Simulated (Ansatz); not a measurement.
Two structures of CH7ClGe, closed shell, reached by relaxing down either side of one saddle point (PBE0-D4/def2-TZVP). Energies are electronic, without zero-point energy. Computed with Ansatz 0.2.0 (basis: def2-TZVPP and def2-QZVPP); correlated methods freeze the cores. Filled d shells of the heavier atoms are correlated. The def2 sets are not built for correlating such inner shells, so the correlated values are less sure here. Extrapolation: Hartree–Fock as exp(−7.88 √X), correlation as X^−2.97. First:

```
10
angstrom
Ge -0.8554 0.4240 -1.9462
Cl 1.2988 0.5258 -1.9725
H -1.2640 -0.6540 -2.9550
H -1.2713 0.0570 -0.5193
H -1.3728 1.8070 -2.3537
H 1.2327 -0.1857 1.0343
C 0.6932 -0.4317 1.9484
H 0.1127 -1.3416 1.7959
H 0.0226 0.3874 2.2082
H 1.4034 -0.5882 2.7600
```

Second:

```
10
angstrom
Ge -1.0378 -0.1506 -0.5270
Cl 2.8096 1.4061 -0.6877
H -1.4692 -1.4497 -1.2265
H -2.2806 0.7020 -0.2241
H -0.1696 0.6456 -1.5335
H 1.6234 1.1405 -1.1069
C -0.0166 -0.5197 1.0915
H -0.6297 -1.0804 1.7981
H 0.2988 0.4121 1.5618
H 0.8716 -1.1058 0.8543
```

**Question.** Which bonds change from the first to the second?

**Answer.** GeH₃Cl ([Cl][GeH3]) + CH₄ → CH₆Ge ([CH3][GeH3]) + HCl; bonds formed: Ge1–C7, Cl2–H6; bonds broken: Ge1–Cl2, H6–C7.

**Question.** Give the saddle point's structure and its height above each. (Judge from chemistry; the value comes from the calculation.)

**Answer.** By the calculation: 63.61 kcal/mol above the first and 43.79 kcal/mol above the second (CCSD(T) at an estimated basis limit (MP2 extrapolated from triple and quadruple zeta, plus CCSD(T) − MP2 in triple zeta)).
```xyz
10
angstrom
Ge -0.7481 0.1700 -0.8563
Cl 1.8975 0.4307 -1.4269
H -0.6150 -0.9564 -1.8697
H -2.0276 -0.0925 -0.0120
H -0.7368 1.6398 -1.2474
H 0.9276 0.0366 0.0294
C 0.3187 -0.2436 1.0790
H -0.1338 -1.2257 1.1980
H -0.2189 0.5328 1.6193
H 1.3365 -0.2917 1.4866
```

The T1 diagnostic stays at or below 0.011. The start structure is not quite a true minimum (one mode of 27i cm⁻¹).

Labels in which every atom is bracketed show which atoms are joined, not bond orders.

For scale, one of the runs: CCSD(T)/def2-TZVPP, 219 basis functions, launched by `ansatz run in.yaml --threads 4 --pin off --events-out ev --progress --plain --max-ram 9574MiB`. The run took 88 s on 4 CPU threads of an Arm Neoverse V2 (shared host), with 3.2 GiB of host memory at its peak.
